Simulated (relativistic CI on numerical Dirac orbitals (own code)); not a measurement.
**Mn2+ in a cubic cluster: 3p photoemission with charge transfer**

Computed with a charge-transfer multiplet model of a cubic metal-ligand cluster with up to one ligand hole, Slater and spin-orbit integrals from Dirac-Coulomb-Breit ions, Slater integrals scaled by 0.7. The ground state mixes d5 with configurations of k ligand holes L, whose averages lie at kΔ + k(k − 1)U_dd/2; a core hole lowers each added d electron by U_cd. 20 K, Lorentzian 0.9 eV and Gaussian 0.8 eV FWHM.

Atomic integrals in eV (Slater integrals scaled, ζ unscaled), ground: F2dd 7.178, F4dd 4.458, zeta_d 0.037; with the core hole: F2dd 8.000, F4dd 5.006, zeta_d 0.043, zeta_core 0.835, F2cd 8.644, G1cd 10.720, G3cd 6.527.

Cluster parameters (eV): Δ = 5.1, U_dd = 5.5, U_cd = 7.1, 10Dq(ligand) = 0.9, V(eg) = 1.45, V(t2g) = -0.72, final-state hopping factor = 0.9.

```
          Case   n_d    d5   d6L     S
10Dq = -0.4 eV  5.10  0.90  0.10  2.50
 10Dq = 0.5 eV  5.09  0.91  0.09  2.50
 10Dq = 1.4 eV  5.09  0.91  0.09  2.50
```

Weights, n_d and S are thermal averages at 20 K. Binding energies count from the first peak over 30 % of the highest in each spectrum, which can be another peak from case to case. The parameters are a model scan and need not match a compound or its usual spin state. A negative ionic 10Dq is a model choice; hopping adds the covalent part of the field. Peaks in eV (height, largest 100):
- 10Dq = -0.4 eV: 0.0 (100), 2.0 (41), 3.9 (36), 6.8 (13), 16.3 (29), 20.4 (24)
- 10Dq = 0.5 eV: 0.0 (100), 3.8 (36), 6.8 (13), 16.3 (32), 20.3 (23)
- 10Dq = 1.4 eV: 0.0 (100), 3.9 (33), 6.6 (12), 16.3 (33), 20.3 (22)

Curve for 10Dq = 0.5 eV (points under 2 left out, the grid thinned):

E (eV), Intensity and a bar:
```
     -3.7        2.9 
     -3.2        3.8 #
     -2.6        5.7 #
     -2.1        8.7 ##
     -1.5       17.7 #####
     -1.0       39.0 ###########
     -0.4       84.9 #########################
      0.1       99.6 ##############################
      0.7       73.4 ######################
      1.2       48.9 ##############
      1.8       40.8 ############
      2.3       37.9 ###########
      2.9       32.7 #########
      3.4       33.5 ##########
      4.0       35.2 ##########
      4.5       25.9 #######
      5.1       13.9 ####
      5.6       10.7 ###
      6.2       11.7 ###
      6.7       13.0 ###
      7.3       11.5 ###
      7.8        7.9 ##
      8.3        4.8 #
      8.9        3.0 
      9.4        2.3 
     10.0        2.0 
     12.5        2.2 
     13.1        3.0 
     13.6        4.6 #
     14.2        9.3 ##
     14.7       14.2 ####
     15.3       19.6 #####
     15.8       27.0 ########
     16.4       31.0 #########
     16.9       22.2 ######
     17.5       14.2 ####
     18.0       11.0 ###
     18.6        8.3 ##
     19.1        9.0 ##
     19.7       15.9 ####
     20.2       23.1 ######
     20.8       17.2 #####
     21.3        8.2 ##
     21.9        3.5 
     22.4        2.1
```

For the case 10Dq = 0.5 eV, Δ = 5.1 eV is smaller than U_dd = 5.5 eV, the charge-transfer side of the Zaanen-Sawatzky-Allen scheme. With the core hole the average of the configuration with one ligand hole lies at Δ − U_cd = -2.0 eV before mixing: the effective hopping of about 2.1 eV (from the holes of the mixed ground state) is comparable with this gap or larger, so the configurations mix strongly.

With at most 1 ligand hole the space is cut while the next configuration still counts, so covalency is underestimated, and a final configuration with one more ligand hole, which can lie low, is missing from the spectra.
